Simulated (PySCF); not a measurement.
C2H8FNOSi, SMILES CC[Si@](N)(O)F.

Geometry optimised at B3LYP-D3(BJ)/def2-SVP. The structure was generated by enumeration; whether it is a known compound was not checked. One conformer was computed; it need not be the lowest.

Level of theory: TDDFT-PBE/def2-SVPD in PySCF.

Vertical excitations. The molecule is in vacuum.

Computed lowest excited states:
```json
[
 {"state": "S1", "energy (eV)": "5.93", "λ (nm)": "209", "f": "0.019", "main pairs": "HOMO→LUMO 99 %"},
 {"state": "S2", "energy (eV)": "6.46", "λ (nm)": "192", "f": "0.008", "main pairs": "HOMO→LUMO+1 99 %"},
 {"state": "S3", "energy (eV)": "6.64", "λ (nm)": "187", "f": "0.034", "main pairs": "HOMO−1→LUMO 99 %"},
 {"state": "S4", "energy (eV)": "7.07", "λ (nm)": "175", "f": "0.010", "main pairs": "HOMO→LUMO+2 98 %"},
 {"state": "S5", "energy (eV)": "7.19", "λ (nm)": "172", "f": "0.028", "main pairs": "HOMO−1→LUMO+1 99 %"},
 {"state": "S6", "energy (eV)": "7.50", "λ (nm)": "165", "f": "0.014", "main pairs": "HOMO−2→LUMO 97 %"},
 {"state": "S7", "energy (eV)": "7.57", "λ (nm)": "164", "f": "0.009", "main pairs": "HOMO→LUMO+3 97 %"},
 {"state": "S8", "energy (eV)": "7.76", "λ (nm)": "160", "f": "0.009", "main pairs": "HOMO−1→LUMO+2 98 %"},
 {"state": "S9", "energy (eV)": "7.81", "λ (nm)": "159", "f": "0.003", "main pairs": "HOMO→LUMO+4 83 %, HOMO→LUMO+5 14 %"},
 {"state": "S10", "energy (eV)": "7.95", "λ (nm)": "156", "f": "0.001", "main pairs": "HOMO−3→LUMO 98 %"},
 {"state": "T1", "energy (eV)": "5.75", "λ (nm)": "216", "f": "0", "main pairs": "HOMO→LUMO 98 %"},
 {"state": "T2", "energy (eV)": "6.35", "λ (nm)": "195", "f": "0", "main pairs": "HOMO→LUMO+1 98 %"},
 {"state": "T3", "energy (eV)": "6.49", "λ (nm)": "191", "f": "0", "main pairs": "HOMO−1→LUMO 99 %"},
 {"state": "T4", "energy (eV)": "6.91", "λ (nm)": "179", "f": "0", "main pairs": "HOMO→LUMO+2 96 %"}
]
```
Triplets are in the Tamm–Dancoff approximation, which puts them higher than full response would, so one can lie above its singlet here.
